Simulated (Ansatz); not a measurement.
Cost and result up the ladder for Ga₇Sb₇ (14 atoms). Charge 0, multiplicity 1. Geometry: r2SCAN-D4/def2-SVP.

```xyz
14

Ga   -1.544   -1.002   -2.152
Ga   -3.158   -0.037    0.773
Ga    0.602    1.119    3.684
Ga   -1.077    1.666   -1.487
Ga    2.146    0.042   -1.502
Ga    1.902    0.751    1.174
Ga   -0.781   -0.773    1.420
Sb    0.339    0.425   -3.351
Sb   -0.622    1.967    1.120
Sb    1.391   -1.466    2.834
Sb    3.759    1.638   -0.380
Sb    1.704   -2.210   -0.014
Sb   -1.101   -2.812   -0.297
Sb   -3.560    0.691   -1.823
```

Ansatz on 2 threads of AMD EPYC 7R13 on a shared host and a share (18 GiB) of an NVIDIA H100 80GB HBM3. Times are rough, and most runs start from the orbitals of an earlier one. No level here is sound enough to serve as a yardstick. Binding counts from free atoms at the same level (Ga doublet, Sb quartet; other spins of the atoms weren't run), without zero-point energy or a counterpoise term.

In the def2 sets Sb takes a core potential; there is no spin–orbit coupling. B3LYP takes the VWN-RPA correlation. Correlated methods freeze 91 core orbitals; core or outer-core shells of Ga, Sb are correlated, in sets that lack core-valence functions. The rows differ in basis, and correlated rows in double-zeta sets carry the largest basis error. Single mean-field runs in def2-SVP, def2-TZVP are fitted with def2-universal-jkfit. The structure comes from a short search, and lower isomers may exist.

Correlated methods converge slowly with the basis, most of all in double-zeta sets.

| level | functions | wall time | binding energy per atom (eV) | remarks |
| --- | --- | --- | --- | --- |
| PBE-D4/def2-SVP | 406 | 3.9 s | 2.54 | – |
| PBE0-D4/def2-SVP | 406 | 4.2 s | 2.41 | restricted SCF unstable in HF |
| r2SCAN-D4/def2-TZVP | 686 | 6 s | 2.39 | restricted SCF unstable in HF |
| PBE0-D4/def2-TZVP | 686 | 6.5 s | 2.43 | restricted SCF unstable in HF |
| B3LYP-D4/def2-TZVP | 686 | 7 s | 2.33 | restricted SCF unstable in HF |
| PBE-D4/def2-TZVP (with forces) | 686 | 8.1 s | 2.55 | restricted SCF unstable in HF |
| MP2/def2-SVP | 406 | 9.5 s | 2.18 | restricted SCF unstable |
| RPA@PBE/def2-SVP | 406 | 12 s | 1.91 | – |
